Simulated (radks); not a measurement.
The numbers below are computed, except where a source is named.
Problem. The strontium ion Sr3+, 35 electrons, occupied as [Ar] 3d10 4s1.75 4p5 4d0.25 (fractional occupations, a model configuration). Level of theory: Dirac Kohn-Sham, LDA (Slater exchange, Perdew-Wang correlation), spin-unpolarised, spherical densities, point nucleus; open shells are shared between the two j in proportion to 2j + 1 (a radial shooting solver on a logarithmic mesh with Libxc functionals). Some entries of the table are withheld. Estimate them.

orbital     occ.  eigenvalue (hartree)  <r^2> (bohr^2)  <1/r> (bohr^-1)
1s1/2          2             -585.7453        0.002071            38.95
2s1/2          2             -80.33114         0.03510            8.768
2p1/2          2                   (1)         0.02673            8.747
2p3/2          4                   (2)         0.02814            8.407
3s1/2          2             -13.38323          0.2788            2.932
3p1/2          2             -10.81833          0.2825            2.825
3p3/2          4             -10.43227          0.2945            2.743
3d3/2          4              -5.91086          0.2992            2.524
3d5/2          6              -5.84332          0.3035            2.503
4s1/2       1.75              -2.57018           1.971            1.025
4p1/2    1.66667              -1.90764           2.453           0.9108
4p3/2    3.33333              -1.85878           2.546           0.8904
4d3/2        0.1              -0.92872             (3)           0.6349
4d5/2       0.15              -0.92399             (4)           0.6314

Solution. 
(1) 2p1/2 eigenvalue (hartree): -73.27301
(2) 2p3/2 eigenvalue (hartree): -70.76331
(3) 4d3/2 <r^2> (bohr^2): 4.869
(4) 4d5/2 <r^2> (bohr^2): 4.916
